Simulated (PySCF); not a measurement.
C$_{2}$H$_{9}$AlN (SMILES [CH3][Al+]([CH3])<-[NH3]), charge +1, singlet, geometry from GFN2-xTB (such geometries of metal compounds can be far from the true shape); DF-HF/pcseg-1 run with PySCF.

Input for PySCF:
```python
from pyscf import gto, scf

mol = gto.M(
    atom='''
Al    0.01199329    0.34667919    0.08755376
C     1.48758980    0.97761759   -1.04554454
H     2.45137424    0.54729738   -0.74320267
H     1.60350287    2.06685546   -1.00634165
H     1.33428592    0.71009673   -2.09994981
C    -1.44310664    0.44948260    1.40355889
H    -2.37780839    0.02622469    1.01099351
H    -1.66067687    1.48159817    1.70148486
H    -1.20536768   -0.09981917    2.32396150
N    -0.05153868   -1.66689595   -0.41781603
H    -0.72496371   -1.85202661   -1.16430651
H    -0.33018681   -2.25999863    0.36733153
H     0.84779964   -2.02138680   -0.75154347
''',
    basis='pcseg-1',
    charge=1,
    verbose=4,
    symmetry=True,
)

mf = scf.RHF(mol)
mf = mf.density_fit(auxbasis='def2-universal-jkfit')
mf.kernel()
mf.analyze()
```

The log (banner, timings and long lists left out):

```
PySCF version 2.14.0

[INPUT] verbose = 4
[INPUT] num. atoms = 13
[INPUT] num. electrons = 40
[INPUT] charge = 1
[INPUT] spin (= nelec alpha-beta = 2S) = 0
[INPUT] symmetry True subgroup None
[INPUT] Mole.unit = angstrom
[INPUT] Symbol           X                Y                Z      unit          X                Y                Z       unit  Magmom
[INPUT]  1 Al     0.011993290000   0.346679190000   0.087553760000 AA    0.022664033432   0.655128722186   0.165452627576 Bohr   0.0
[INPUT]  2 C      1.487589800000   0.977617590000  -1.045544540000 AA    2.811137307697   1.847429499657  -1.975792831634 Bohr   0.0
[INPUT]  3 H      2.451374240000   0.547297380000  -0.743202670000 AA    4.632425942414   1.034242156892  -1.404449501346 Bohr   0.0
[INPUT]  4 H      1.603502870000   2.066855460000  -1.006341650000 AA    3.030181264254   3.905790758462  -1.901710106243 Bohr   0.0
[INPUT]  5 H      1.334285920000   0.710096730000  -2.099949810000 AA    2.521434960663   1.341888341649  -3.968330016232 Bohr   0.0
[INPUT]  6 C     -1.443106640000   0.449482600000   1.403558890000 AA   -2.727076318141   0.849399011757   2.652341901799 Bohr   0.0
[INPUT]  7 H     -2.377808390000   0.026224690000   1.010993510000 AA   -4.493406633793   0.049557481802   1.910500847613 Bohr   0.0
[INPUT]  8 H     -1.660676870000   1.481598170000   1.701484860000 AA   -3.138224465700   2.799814767957   3.215340390494 Bohr   0.0
[INPUT]  9 H     -1.205367680000  -0.099819170000   2.323961500000 AA   -2.277814794602  -0.188630893281   4.391650759033 Bohr   0.0
[INPUT] 10 N     -0.051538680000  -1.666895950000  -0.417816030000 AA   -0.097393990022  -3.149976823647  -0.789557867153 Bohr   0.0
[INPUT] 11 H     -0.724963710000  -1.852026610000  -1.164306510000 AA   -1.369982862149  -3.499823068307  -2.200220428948 Bohr   0.0
[INPUT] 12 H     -0.330186810000  -2.259998630000   0.367331530000 AA   -0.623962640844  -4.270778452592   0.694155988617 Bohr   0.0
[INPUT] 13 H      0.847799640000  -2.021386800000  -0.751543470000 AA    1.602109128105  -3.819867443811  -1.420211329005 Bohr   0.0

nuclear repulsion = 158.710304609158
point group symmetry = C1
symmetry origin: [0. 0. 0.]
symmetry axis x: [1. 0. 0.]
symmetry axis y: [0. 1. 0.]
symmetry axis z: [0. 0. 1.]
num. orbitals of irrep A = 105
number of shells = 30
number of NR pGTOs = 182
number of NR cGTOs = 105
basis = pcseg-1
ecp = {}

******** <class 'pyscf.df.df_jk.DFRHF'> ********
method = DFRHF
initial guess = minao
damping factor = 0
level_shift factor = 0
DIIS = <class 'pyscf.scf.diis.CDIIS'>
diis_start_cycle = 1
diis_space = 8
diis_damp = 0
SCF conv_tol = 1e-09
SCF conv_tol_grad = None
SCF max_cycles = 50
direct_scf = False
Set gradient conv threshold to 3.16228e-05
Initial guess from minao.
******** <class 'pyscf.df.df.DF'> ********
auxbasis = def2-universal-jkfit
init E= -377.345532557302
  HOMO = -0.300588074483071  LUMO = 0.00792183744745989  gap/eV = 8.39498
cycle= 1 E= -377.061032792915  delta_E= 0.284  |g|= 0.352  |ddm|= 2.97
  HOMO = -0.59719227398979  LUMO = -0.123832999163302  gap/eV = 12.88076
cycle= 2 E= -377.11134842491  delta_E= -0.0503  |g|= 0.12  |ddm|= 0.624
  HOMO = -0.581252922541047  LUMO = -0.105021952423081  gap/eV = 12.95890
cycle= 3 E= -377.115398774187  delta_E= -0.00405  |g|= 0.0504  |ddm|= 0.149
  HOMO = -0.582915480580023  LUMO = -0.104449283159451  gap/eV = 13.01973
cycle= 4 E= -377.116110509972  delta_E= -0.000712  |g|= 0.00554  |ddm|= 0.0575
  HOMO = -0.584561859960667  LUMO = -0.105363881317571  gap/eV = 13.03964
cycle= 5 E= -377.116127441475  delta_E= -1.69e-05  |g|= 0.00136  |ddm|= 0.0127
  HOMO = -0.584332051248842  LUMO = -0.105245381591017  gap/eV = 13.03661
cycle= 6 E= -377.116128390428  delta_E= -9.49e-07  |g|= 0.000402  |ddm|= 0.00271
  HOMO = -0.584461051009228  LUMO = -0.105265045774063  gap/eV = 13.03959
cycle= 7 E= -377.116128459229  delta_E= -6.88e-08  |g|= 0.000106  |ddm|= 0.000651
  HOMO = -0.584463581619406  LUMO = -0.105269867346099  gap/eV = 13.03953
cycle= 8 E= -377.116128466049  delta_E= -6.82e-09  |g|= 2.08e-05  |ddm|= 0.000248
  HOMO = -0.584462276361985  LUMO = -0.105267134573949  gap/eV = 13.03956
cycle= 9 E= -377.116128466302  delta_E= -2.53e-10  |g|= 3.84e-06  |ddm|= 4.18e-05
  HOMO = -0.58446253778047  LUMO = -0.105267689720076  gap/eV = 13.03956
Extra cycle  E= -377.116128466312  delta_E= -9.21e-12  |g|= 1.36e-06  |ddm|= 6.81e-06
converged SCF energy = -377.116128466312
**** SCF Summaries ****
Total Energy =                        -377.116128466311636
Nuclear Repulsion Energy =             158.710304609157618
One-electron Energy =                 -826.298692149500198
Two-electron Energy =                  290.472259074030944
Two-electron Coulomb Energy =          328.574087791756483
DFT Exchange-Correlation Energy =      -38.101828717725539
HOMO-LUMO gap [eV] =                    13.039555989366630
**** MO energy ****
MO #1   energy= -58.6472714163033  occ= 2
MO #2   energy= -15.8085070902471  occ= 2
MO #3   energy= -11.3578393552361  occ= 2
MO #4   energy= -11.3578257050933  occ= 2
MO #5   energy= -5.085133708641    occ= 2
MO #6   energy= -3.40832029219185  occ= 2
MO #7   energy= -3.40671389721062  occ= 2
MO #8   energy= -3.40398309921902  occ= 2
MO #9   energy= -1.41754865966378  occ= 2
MO #10  energy= -1.0884088770284   occ= 2
MO #11  energy= -1.08116400164741  occ= 2
MO #12  energy= -0.894832759293057 occ= 2
MO #13  energy= -0.894751535230565 occ= 2
MO #14  energy= -0.796150824375603 occ= 2
MO #15  energy= -0.704750901401043 occ= 2
MO #16  energy= -0.702418603433197 occ= 2
MO #17  energy= -0.701729643842557 occ= 2
MO #18  energy= -0.698477056651654 occ= 2
MO #19  energy= -0.636797925786791 occ= 2
MO #20  energy= -0.58446253778047  occ= 2
MO #21  energy= -0.105267689720076 occ= 0
MO #22  energy= -0.0750301727209641 occ= 0
MO #23  energy= -0.055228764659518 occ= 0
MO #24  energy= -0.00238212533639226 occ= 0
MO #25  energy= 0.0227743481929856 occ= 0
MO #26  energy= 0.0334710551716073 occ= 0
MO #27  energy= 0.053499943710047  occ= 0
MO #28  energy= 0.0767273533580259 occ= 0
 ** Mulliken pop on meta-lowdin orthogonal AOs  **
 ** Mulliken pop  **
 ** Mulliken atomic charges  **
charge of    0Al =      1.04022
charge of    1C =     -0.54728
charge of    2H =      0.12122
charge of    3H =      0.12678
charge of    4H =      0.11864
charge of    5C =     -0.54737
charge of    6H =      0.11834
charge of    7H =      0.12681
charge of    8H =      0.12133
charge of    9N =     -0.46784
charge of   10H =      0.26309
charge of   11H =      0.26306
charge of   12H =      0.26301

WARN: System has nonzero charge 1; the dipole moment is origin-dependent.
Location of origin: [0. 0. 0.]

Dipole moment(X, Y, Z, Debye): -0.11750, -3.48183, -0.87584
```
